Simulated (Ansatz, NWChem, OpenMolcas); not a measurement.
A ladder of methods for SiHF3 (SMILES F[SiH](F)F)

The species is SiHF3 (5 atoms), meant as a singlet with charge 0. SMILES: `F[SiH](F)F`. The shape is that of a PBE0-D4/def2-TZVP optimisation.

```xyz
5

F    -0.4471   -0.0822    1.4913
Si    0.0407    0.0017   -0.0018
F    -0.5971    1.2814   -0.6572
F    -0.4959   -1.2633   -0.7672
H     1.4994    0.0624   -0.0651
```

Quantity: the vertical ionisation energy (to the doublet cation), in eV. The values are calculated.

| level | kind | program | value (eV) |
| --- | --- | --- | --- |
| HF/def2-SVPD | Hartree–Fock | NWChem | 14.27 |
| BLYP/def2-SVPD | GGA | OpenMolcas | 13.50 |
| r2SCAN/def2-SVPD | meta-GGA | OpenMolcas | 13.83 |
| B3LYP/def2-SVPD | global hybrid | NWChem | 14.17 |
| BHLYP/def2-SVPD | global hybrid | NWChem | 14.63 |
| wB97M-V/def2-SVPD | range-separated hybrid | Ansatz | 14.42 |
| PBE-QIDH/def2-SVPD | double hybrid | Ansatz | 14.58 |
| RPA@PBE0/def2-SVPD | RPA | Ansatz | 14.41 |
| MP2/def2-SVPD | perturbation theory | NWChem | 14.43 |
| CCSD/def2-SVPD | coupled cluster or CI | Ansatz | 14.58 |

The values span 13.50 to 14.63 eV.
